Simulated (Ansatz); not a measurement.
Li6⁻, relaxed as a doublet with UKS r2SCAN/def2-TZVPD in Ansatz, starting from the GFN2-xTB geometry. Force threshold 0.02 eV/Å.

The charge -1 doublet is spin-contaminated (final ⟨S²⟩ up to 1.05, 0.75 for a pure state). The highest occupied level of the charge -1 doublet lies above zero (up to 0.11 eV). Its loss leaves the charge 0 triplet, which lies 1.15 eV higher (vertical, at r2SCAN/def2-TZVPD), but this difference is unsure: the triplet is doubtful (geometry relaxed on an unsound state). The structure comes from a short search, and lower isomers may exist.

Start:

```xyz
6

Li    0.7024    1.5884    0.8189
Li   -0.9663   -0.6024    1.5293
Li    1.0893    0.6212   -1.4433
Li   -0.7265   -1.4960   -0.9458
Li   -1.4936    0.8534   -0.8296
Li    1.3946   -0.9646    0.8706
```

```csv
step,energy (eV),largest force component (eV/Å),SCF passes
1,-1226.3582,0.768,206
2,-1226.8205,0.141,177
3,-1226.8478,0.037,149
4 (rejected),-1226.8205,0.108,183
5,-1226.8501,0.003,174
6,-1226.8502,0.002,149
7,-1226.8502,0.001,157
8,-1226.8502,0.001,151
```

Force components are those of the run's own axes.

End:

Cartesian coordinates in Å:
```
Li 0.7511 1.7551 0.9963
Li -1.1496 -0.6644 1.6625
Li 1.1569 0.6288 -1.6628
Li -0.7714 -1.7424 -1.0115
Li -1.6290 1.0640 -0.9206
Li 1.6421 -1.0411 0.9361
```

By distances, no bond broke or formed. The bond that changes most is Li4–Li5, from 2.47 to 2.94 Å (atoms count from 1).

The force fell under the threshold at step 5, but the optimiser went on. No frequencies were taken in this run, so the end may be a saddle point.

Run time 84 s (4 threads of Arm Neoverse V2 on a shared host).
